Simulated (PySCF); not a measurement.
PySCF 2.14 output of an unrestricted TPSS calculation on a single atom or ion in cc-pVDZ-PP with ECP28MDF, with a scalar-relativistic core potential:

```
SCF conv_tol = 1e-09
number electrons alpha = 10  beta = 10
    J. Tao, J. P. Perdew, V. N. Staroverov, and G. E. Scuseria.,  Phys. Rev. Lett. 91, 146401 (2003)
    J. P. Perdew, J. Tao, V. N. Staroverov, and G. E. Scuseria.,  J. Chem. Phys. 120, 6898 (2004)
    J. Tao, J. P. Perdew, V. N. Staroverov, and G. E. Scuseria.,  Phys. Rev. Lett. 91, 146401 (2003)
    J. P. Perdew, J. Tao, V. N. Staroverov, and G. E. Scuseria.,  J. Chem. Phys. 120, 6898 (2004)
cycle= 1 E= -189.82323415457  delta_E= -0.00845  |g|= 0.0262  |ddm|= 0.523
cycle= 2 E= -189.823450532175  delta_E= -0.000216  |g|= 0.0144  |ddm|= 0.0824
cycle= 3 E= -189.823563005536  delta_E= -0.000112  |g|= 0.000336  |ddm|= 0.0359
cycle= 4 E= -189.823563075207  delta_E= -6.97e-08  |g|= 4.73e-07  |ddm|= 0.00109
cycle= 5 E= -189.823563075207  delta_E= -5.68e-14  |g|= 1.54e-09  |ddm|= 2.83e-06
converged SCF energy = -189.823563075207  <S^2> = -7.1054274e-15  2S+1 = 1
```

The run itself started from symmetry-adapted Hartree-Fock orbitals and held the occupation by maximum overlap, on a logarithmic radial grid, so the iterations belong to that start.

Which element, charge and spin multiplicity is this?

In⁺ (indium, charge +1), multiplicity 1; the state was [Kr] 4d10 5s2, closed-shell 1S.

Energies and moments cover only the electrons outside the core potential.
